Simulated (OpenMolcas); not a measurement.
Co3+, Rh3+, Ir3+: d⁶ down the group

- Program: OpenMolcas 26.06
- Method: SS-RASPT2, IPEA 0.25 Eh, imaginary shift 0.1 Eh
- Basis: ANO-RCC-VTZP
- Scalar Hamiltonian: DKH2, point nucleus
- Spin-orbit coupling: state interaction with AMFI integrals over the reference wave functions, term energies averaged over their components

Active space for each ion: 6 electrons in 9 orbitals (RAS2 d s; RAS3 p, at most 2 electrons); closed shells correlated by CASPT2: Co3+ 3s 3p; Rh3+ 4s 4p; Ir3+ 5s 5p.

Computed levels in cm-1 above ⁵D₄:

```json
{"Level": "⁵D₃", "Co3+": "714", "Rh3+": "1644", "Ir3+": "6370"}
{"Level": "⁵D₁", "Co3+": "1511", "Rh3+": "3170", "Ir3+": "9310"}
{"Level": "⁵D₀", "Co3+": "1663", "Rh3+": "3460", "Ir3+": "9420"}
{"Level": "³H₆", "Co3+": "23880", "Rh3+": "18410", "Ir3+": "20510"}
{"Level": "³H₅", "Co3+": "24210", "Rh3+": "18650", "Ir3+": "30590"}
{"Level": "³P₁(1)", "Co3+": "24610", "Rh3+": "22380", "Ir3+": "36570"}
{"Level": "³F₂(1)", "Co3+": "25910", "Rh3+": "21020", "Ir3+": "23670"}
{"Level": "³G₅", "Co3+": "29040", "Rh3+": "22800", "Ir3+": "19710"}
{"Level": "³G₃", "Co3+": "29930", "Rh3+": "24430", "Ir3+": "32750"}
{"Level": "weight of ⁵D in the lowest level (%)", "Co3+": "100", "Rh3+": "98", "Ir3+": "81"}
```

Mixed levels, with the weight of the term that names them: Ir3+ ⁵D₀ (75 %), Ir3+ ³H₅ (55 %), Ir3+ ³P₁(1) (74 %), Ir3+ ³F₂(1) (72 %), Ir3+ ³G₅ (55 %), Ir3+ ³G₃ (52 %).

Measured, with the error of the calculation in %. Measured levels: Co3+ from Sugar and Corliss, J. Phys. Chem. Ref. Data 10, 1097 (1981).

```
 Level          Co3+
   ⁵D₃   639 (+11.6)
   ⁵D₀  1494 (+11.4)
   ³H₆  23680 (+0.9)
   ³H₅  24032 (+0.7)
³P₁(1)  24729 (-0.5)
³F₂(1)  25969 (-0.2)
   ³G₅  29022 (+0.1)
   ³G₃  29868 (+0.2)
```

The fine-structure level ⁵D₀ changes by a factor of 5.66 from Co3+ to Ir3+.

Without spin-orbit coupling ³H lies 23530, 17590, 16730 cm-1 above ⁵D in that order; the difference to the level ³H₆, of either sign, comes from spin-orbit coupling, which also lowers the zero.

CASPT2 breaks the degeneracy within a term, and the mean is taken; among the terms shown or strongly mixed into the levels shown the widest spread is 110 cm-1 (3d⁶ ³F(1), Co3+). Over all roots computed the reference weight is 0.90 to 0.96 in Co3+; the roots of lowest weight are the least certain, and an intruder state may touch them. Some high roots are left out of the spin-orbit mixing, which shifts the levels that they would mix with. Terms from blocks run as CI alone lack orbitals of their own. Measured partners are found by configuration, term and J. A level has none where our copy of the source lacks it or the pairing is in doubt (some pairs that miss far off the trend of their configuration count as doubtful), and it then counts in no deviation. Levels of configurations outside the active space are missing.

A number in round brackets counts repeated terms of one configuration in the order of the reference energies.
